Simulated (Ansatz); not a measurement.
Cu4Os. Total charge 0; quintet. Geometry B3LYP-D4/def2-SVP; atoms count from 1.

```xyz
5

Os   -0.9719   -0.3169    0.1917
Cu    0.8356    1.5056    0.2183
Cu    0.0263   -2.5208   -0.3483
Cu    1.5580   -0.7497    0.1526
Cu   -1.4480    2.0818   -0.2143
```

In the def2 sets Os takes a core potential; there is no spin–orbit coupling. Another isomer (singlet) lies 0.13 eV lower at PBE0-D4/def2-TZVP.

Estimate the Mulliken populations from the PBE0/def2-TZVP orbitals of Ansatz.


```tsv
atom	charge (e)	spin (α − β)	d electrons
Os1	0.23	3.54	6.51
Cu2	-0.10	0.18	9.86
Cu3	-0.02	0.05	9.89
Cu4	-0.10	0.18	9.86
Cu5	-0.02	0.05	9.89
```
Mulliken values depend strongly on the basis.

Where does the spin sit?

Summed by element: Os 3.54, Cu 0.46, of 4 unpaired in all. Largest on single atoms: Os1 3.54, Cu2 0.18, Cu4 0.18.

And the Mayer bond orders between heavy atoms (over 0.3)?

Os1–Cu2 0.50 (2.57 Å); Os1–Cu3 0.75 (2.48 Å); Os1–Cu4 0.50 (2.57 Å); Os1–Cu5 0.75 (2.48 Å); Cu2–Cu4 0.51 (2.37 Å); Cu2–Cu5 0.44 (2.39 Å); Cu3–Cu4 0.44 (2.39 Å).
